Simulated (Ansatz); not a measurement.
Calculated with Ansatz (gas phase, PBE0-D4/def2-TZVP geometries, no zero-point term in ΔE). CCSD(T)/CBS adds triple-zeta CCSD(T) − MP2 to the extrapolated MP2 energy (def2 sets, frozen cores). This one scheme is used for every species. Functionals use def2-TZVPP. B3LYP here is the variant with VWN-RPA as its local correlation; programs differ in this. HSE06 is defined as in plane-wave codes.

`[SiH3]C(Cl)Cl` → `Cl[C]Cl` + SiH₄  (formal loss of a carbene)

`[SiH3]C(Cl)Cl`:

Cartesian coordinates in Å:
```
Si 0.068 -0.937 -0.281
C -0.197 0.845 0.315
Cl -0.139 1.947 -1.077
Cl 1.039 1.252 1.523
H -0.022 -1.839 0.894
H -0.996 -1.263 -1.262
H 1.408 -1.008 -0.906
H -1.161 1.002 0.794
```

`Cl[C]Cl`:

```xyz
3

Cl   -0.518    1.332   -0.102
C     0.258   -0.107   -0.595
Cl    0.260   -1.225    0.697
```

SiH₄:

```xyz
5

Si    0.000    0.000    0.000
H     0.340    1.347    0.524
H     1.107   -0.942    0.302
H    -0.198    0.076   -1.469
H    -1.249   -0.480    0.643
```

```tsv
level	ΔE (kJ/mol)	difference from CCSD(T)/CBS
revPBE-D4	307.3	-19.8
BLYP-D4	293.8	-33.3
r2SCAN-D4	322.8	-4.3
B97M-V	306.0	-21.1
PBE0-D4	338.1	11.0
B3LYP-D4	315.8	-11.3
r2SCANh-D4	330.0	2.9
r2SCAN0-D4	340.1	13.0
HSE06-D4	337.4	10.3
BHLYP-D4	336.1	9.0
CAM-B3LYP-D4	330.7	3.6
ωB97X-V	333.5	6.4
B2PLYP	315.0	-12.1
PBE-QIDH	348.2	21.1
PBE	305.9	-21.2
revPBE	282.5	-44.6
BLYP	272.4	-54.7
r2SCAN	320.3	-6.8
PBE0	329.4	2.3
B3LYP	299.3	-27.8
r2SCANh	327.3	0.2
r2SCAN0	337.1	10.0
HSE06	329.2	2.1
BHLYP	322.0	-5.1
CAM-B3LYP	321.6	-5.5
RPA@PBE/def2-TZVPP	295.2	-31.9
HF/def2-SVP	314.8	-12.3
MP2/def2-SVP	349.9	22.8
CCSD/def2-SVP	323.3	-3.8
CCSD(T)/def2-SVP	318.1	-9.0
HF/def2-TZVPP	298.7	-28.4
MP2/def2-TZVPP	349.7	22.6
SCS-MP2/def2-TZVPP	335.3	8.2
CCSD/def2-TZVPP	322.3	-4.8
CCSD(T)/def2-TZVPP	318.8	-8.3
HF/def2-QZVPP	298.5	-28.6
MP2/def2-QZVPP	354.4	27.3
SCS-MP2/def2-QZVPP	339.8	12.7
MP2/CBS(def2)	357.9	30.8
CCSD/CBS(def2)	330.6	3.5
CCSD(T)/CBS	327.1	0
```

Largest T1 diagnostic among the species: 0.020, so the coupled-cluster value is less sure than usual.

At CCSD(T), def2-SVP lies −9.0 kJ/mol from the extrapolated value and def2-TZVPP −8.3 kJ/mol. From BLYP to BHLYP (50 % exact exchange), in def2-TZVPP and without D4, ΔE moves by +49.6 kJ/mol. The D4 term adds +16.5 kJ/mol with B3LYP and +8.7 kJ/mol with PBE0; it sums over pairs of atoms, weighted by their polarisabilities, and B3LYP, whose exchange is more repulsive, gets the larger term.
